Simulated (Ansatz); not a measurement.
Process, species as SMILES: N[Si](F)(F)F + H+ -> [NH3+][Si](F)(F)F
Structures are relaxed separately at B3LYP-D3(BJ)/def2-TZVP in Ansatz (an electronic-structure program), one conformer each, not searched for the lowest. Frequencies are from Ansatz.

Wanted: proton affinity (enthalpy at 298 K, with B3LYP-D3(BJ) rigid-rotor harmonic-oscillator terms), positive where the reaction releases energy, in kcal/mol. Cores are frozen in the correlated levels unless marked. No spin-orbit coupling. Non-relativistic. Basis-set limits of correlation are two-point, X^-3; Hartree-Fock from the larger set.

| level | program | proton affinity (kcal/mol) |
|---|---|---|
| PBE0/6-31G* | Ansatz | ? |
| BHLYP-D3(BJ)/def2-TZVPD | Ansatz + dftd3 | 186.2 |
| r2SCANh/def2-TZVPD | Ansatz | ? |
| B2PLYP/def2-TZVPD | Ansatz | 185.0 |
| CCSD(T)/CBS(cc-pV(T+d)Z,cc-pV(Q+d)Z) | Ansatz | 185.9 |

Problem. Fill in the missing entries.

Solution. 
- PBE0/6-31G*, proton affinity (kcal/mol): 190.7
- r2SCANh/def2-TZVPD, proton affinity (kcal/mol): 186.7
